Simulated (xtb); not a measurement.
O₄Os, charge -1, doublet, geometry from GFN2-xTB of the parent state (such geometries of metal compounds can be far from the true shape) (a state made from the parent by changing its charge; the spin is typed, not shown lowest); GFN0-xTB (xtb).

Here is a job for xtb.
```
$ xtb mol.xyz --gfn 0 --chrg -1 --uhf 1 --json

# file mol.xyz
5

Os     0.00000000    -0.00000000     0.00000000
O      1.11279420     0.65835603    -0.97541765
O      0.73850384    -0.82037554     1.18523383
O     -0.93629128    -1.00940387    -0.85302150
O     -0.91500677     1.17142338     0.64320532
```

Problem. Write the output that xtb gives for this input, abridged.

Solution. 
```
   ID    Z sym.   atoms
    1   76 Os     1
    2    8 O      2-5

           -------------------------------------------------
          |                Calculation Setup                |
           -------------------------------------------------

           -------------------------------------------------
          |                 G F N 0 - x T B                 |
           -------------------------------------------------

          ...................................................
          :                      SETUP                      :
          :.................................................:
          :  # basis functions                  26          :
          :  # atomic orbitals                  25          :
          :  # shells                           11          :
          :  # electrons                        33          :
          :  electronic temp.          300.0000000     K    :
          :  accuracy                    1.0000000          :
          :  -> integral cutoff          0.2500000E+02      :
          :  -> integral neglect         0.1000000E-07      :
          ...................................................

         :::::::::::::::::::::::::::::::::::::::::::::::::::::
         ::                     SUMMARY                     ::
         :::::::::::::::::::::::::::::::::::::::::::::::::::::
         :: total energy             -17.749797292576 Eh    ::
         :: gradient norm              0.178600382549 Eh/a0 ::
         :: HOMO-LUMO gap              0.000000007903 eV    ::
         ::.................................................::
         :: H0 energy                -16.443644442722 Eh    ::
         :: repulsion energy           0.095563343105 Eh    ::
         :: electrostat energy        -1.400183615050 Eh    ::
         :: -> Gsolv                   0.000000000000 Eh    ::
         ::    -> Gsasa                0.000000000000 Eh    ::
         ::    -> Gshift               0.000000000000 Eh    ::
         :: dispersion energy         -0.001532577909 Eh    ::
         :: short-range corr.          0.000000000000 Eh    ::
         :: add. restraining           0.000000000000 Eh    ::
         :: total charge              -1.000000000000 e     ::
         :::::::::::::::::::::::::::::::::::::::::::::::::::::

           -------------------------------------------------
          |                Property Printout                |
[...]
        18        0.5000           -0.2006540              -5.4601 (LUMO)
        19                         -0.1523153              -4.1447
        20                         -0.1523153              -4.1447
        21                         -0.1523153              -4.1447
        22                          0.3373729               9.1804
        23                          0.6777154              18.4416
        24                          0.6777154              18.4416
        25                          0.6777154              18.4416
      -------------------------------------------------------------
                  HL-Gap            0.0000000 Eh            0.0000 eV
             Fermi-level            0.0000000 Eh            0.0000 eV

     #   Z          covCN         q      C6AA      α(0)
     1  76 Os       3.237     0.529   345.847    37.419
     2   8 O        0.809    -0.382    21.275     6.188
     3   8 O        0.809    -0.382    21.275     6.188
     4   8 O        0.809    -0.382    21.275     6.188
     5   8 O        0.809    -0.382    21.275     6.188

 Mol. C6AA /au·bohr⁶  :       1340.365311
 Mol. C8AA /au·bohr⁸  :      87351.283637
 Mol. α(0) /au        :         62.172150

Wiberg/Mayer (AO) data.
largest (>0.10) Wiberg bond orders for each atom

 ---------------------------------------------------------------------------
     #   Z sym  total        # sym  WBO       # sym  WBO       # sym  WBO
 ---------------------------------------------------------------------------
     1  76 Os   5.774 --     3 O    1.443     2 O    1.443     5 O    1.443
                             4 O    1.443
     2   8 O    1.645 --     1 Os   1.443
     3   8 O    1.645 --     1 Os   1.443
     4   8 O    1.645 --     1 Os   1.443
     5   8 O    1.645 --     1 Os   1.443
 ---------------------------------------------------------------------------

Topologies differ in total number of bonds
Writing topology from bond orders to xtbtopo.mol

 dipole moment from electron density (au)
     X       Y       Z
   0.0000  -0.0000   0.0000  total (Debye):    0.000

           -------------------------------------------------
          | TOTAL ENERGY              -17.749797292576 Eh   |
          | GRADIENT NORM               0.178600382549 Eh/α |
          | HOMO-LUMO GAP               0.000000007903 eV   |
           -------------------------------------------------

normal termination of xtb
```
